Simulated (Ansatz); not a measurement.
Computed with frozen-core CCSD(T)/def2-TZVPP // M06-2X/def2-TZVP (Ansatz, a first-principles code).

Ansatz 0.2 input:
```yaml
crystal:
  periodic: [false, false, false]
  atoms:
    - { symbol: O, position_ang: [-1.190455, -1.302966, 0.017416] }
    - { symbol: In, position_ang: [0.237338, 0.077893, -0.010336] }
    - { symbol: O, position_ang: [-0.127152, 2.014832, 0.135601] }
    - { symbol: O, position_ang: [2.092679, -0.558435, -0.193537] }
    - { symbol: H, position_ang: [-2.093436, -0.990939, 0.107686] }
    - { symbol: H, position_ang: [-1.053862, 2.251597, 0.218053] }
    - { symbol: H, position_ang: [2.163763, -1.514707, -0.255711] }
basis:
  gaussian: { orbitals: def2-TZVPP }
correlation:
  method: ccsd_t
```

Output:

```
Functional definition: HF
1331 factors; integrals over basis functions are off by at most 6.5e-4 eV
mean field evaluation 1: about -11304.5048 eV, gradient 6.4e1 eV
mean field evaluation 2: about -11304.5604 eV, gradient 6.4e1 eV
mean field evaluation 4: about -11311.4939 eV, gradient 2.6e0 eV
mean field evaluation 8: about -11311.5342 eV, gradient 2.8e-1 eV
mean field evaluation 16: about -11304.5054 eV, gradient 6.4e1 eV
mean field -11311.53442219 eV, -415.6912227821 hartree, gradient 1.8e-6 eV, S^2 0.000000; 0 other end points of the search recorded, 0 dependent functions left out
7 core orbitals not correlated
reference -11311.53442219 eV, -415.6912227821 hartree; 17, 17 occupied and 161, 161 virtual orbitals, 1331 factors
second order -27.75989858 eV of doubles, -0.00000000 eV of singles
cycle   1  -26.75772252 eV  change     1.0e0 eV  update   1.4e-1
cycle   2  -27.41745334 eV  change   -6.6e-1 eV  update   4.5e-2
cycle   3  -27.59207402 eV  change   -1.7e-1 eV  update   2.5e-2
cycle   4  -27.57755223 eV  change    1.5e-2 eV  update   7.9e-3
cycle   5  -27.57029759 eV  change    7.3e-3 eV  update   3.2e-3
cycle   6  -27.57203159 eV  change   -1.7e-3 eV  update   1.2e-3
cycle   7  -27.57173406 eV  change    3.0e-4 eV  update   4.0e-4
cycle   8  -27.57149745 eV  change    2.4e-4 eV  update   1.4e-4
cycle   9  -27.57156466 eV  change   -6.7e-5 eV  update   6.3e-5
cycle  10  -27.57160745 eV  change   -4.3e-5 eV  update   2.2e-5
cycle  11  -27.57158040 eV  change    2.7e-5 eV  update   1.0e-5
perturbative correction -0.98665337 eV, -0.0362588424 hartree
Total energy: -11340.09265596 eV, -416.7407185157 hartree
```

Cost: around 4 core-minutes (rough).
